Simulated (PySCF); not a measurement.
This PySCF input asks for the NMR shieldings of SMILES CCN[SiH2]C[SiH2]Cl, C3H12ClNSi2; the geometry comes from GFN2-xTB.

```python
import basis_set_exchange as bse
import numpy as np
from pyscf import gto, dft
from pyscf.prop import nmr

atoms = """
C    -3.100436    0.346408    0.605351
C    -2.301369   -0.624896   -0.260117
N    -0.973690   -0.150078   -0.569032
Si    0.362024   -0.365517    0.486666
C     1.839406    0.429457   -0.396096
Si    3.484541    0.067214    0.450826
Cl    4.965518    1.060712   -0.506968
H    -2.574312    0.528090    1.539248
H    -3.228583    1.295570    0.088682
H    -4.082150   -0.063542    0.827453
H    -2.840212   -0.807396   -1.197172
H    -2.194137   -1.576229    0.263540
H    -1.005732    0.687398   -1.132797
H     0.527264   -1.813478    0.643823
H     0.239760    0.232137    1.829624
H     1.691613    1.508240   -0.453425
H     1.873595    0.073010   -1.425360
H     3.492780    0.536475    1.834419
H     3.814315   -1.354326    0.394203
"""
names = dict.fromkeys(["C", "N", "Si", "Cl", "H"], "pcSseg-1")
basis = {el: gto.basis.parse(bse.get_basis(n, elements=[el], fmt="nwchem")) for el, n in names.items()}
mol = gto.M(atom=atoms, basis=basis, charge=0, verbose=0)
mf = dft.RKS(mol, xc="PBE0")
mf.grids.level = 2
mf.grids.alignment = dft.numint.BLKSIZE   # the property module wants whole blocks of grid points
mf.conv_tol = 1e-9
mf.kernel()

calc = nmr.RKS(mf)   # GIAO
C = mf.mo_coeff
Co = C[:, mf.mo_occ > 0]
resp = mf.gen_response(singlet=True, hermi=2)
def vind(x):   # induced exchange potential for any number of trial vectors
    d = np.einsum("pi,xij,qj->xpq", C, 2 * x.reshape(-1, C.shape[1], Co.shape[1]), Co, optimize=True)
    return np.einsum("xpq,pi,qj->xij", resp(d - d.transpose(0, 2, 1)), C, Co, optimize=True).ravel()
mo1, _ = nmr.rhf.solve_mo1(calc, with_cphf=vind)
sigma = calc.kernel(mo1)
for i, s in enumerate(sigma):   # ppm
    print("%2d %-2s %9.2f" % (i, mol.atom_pure_symbol(i), np.trace(s) / 3))
```

Problem. What does it print?

Solution. 
```
 0 C     164.54
 1 C     144.10
 2 N     228.97
 3 Si    390.74
 4 C     183.94
 5 Si    364.20
 6 Cl    994.36
 7 H      30.35
 8 H      30.79
 9 H      30.64
10 H      28.51
11 H      29.01
12 H      31.89
13 H      27.15
14 H      26.68
15 H      31.22
16 H      31.08
17 H      26.58
18 H      26.53
```

These numbers come from an equivalent density-fitted implementation of the same equations, which agrees with the script to about 0.01 ppm for H and up to a few tenths of a ppm for heavy atoms, so last digits may differ.

Problem. Turn these shieldings into chemical shifts. δ = σ(ref) − σ, references computed at the same level: 13C (186.93 ppm), 29Si (349.16 ppm), 1H (31.72 ppm) vs TMS; NH3 for 15N (267.73 ppm); HCl for 35Cl (949.78 ppm).

Solution. Averaging equivalent atoms: C 1: 42.8; C 0: 22.4; C 4: 3.0; N 2: 38.8; Si 5: -15.0; Si 3: -41.6; Cl 6: -45; H 17/18: 5.16; H 13/14: 4.80; H 10/11: 2.96; H 7/8/9: 1.12; H 15/16: 0.56; H 12: -0.17 ppm. Experimental scales use liquid or dissolved standards, which lie at an offset from isolated NH3 (liquid NH3: subtract about 20 ppm).

Size and cost of the density-fitted run: 200 basis functions, 61 s wall time on 1 thread of an Arm Neoverse N1, shared host; peak memory 1 GiB.
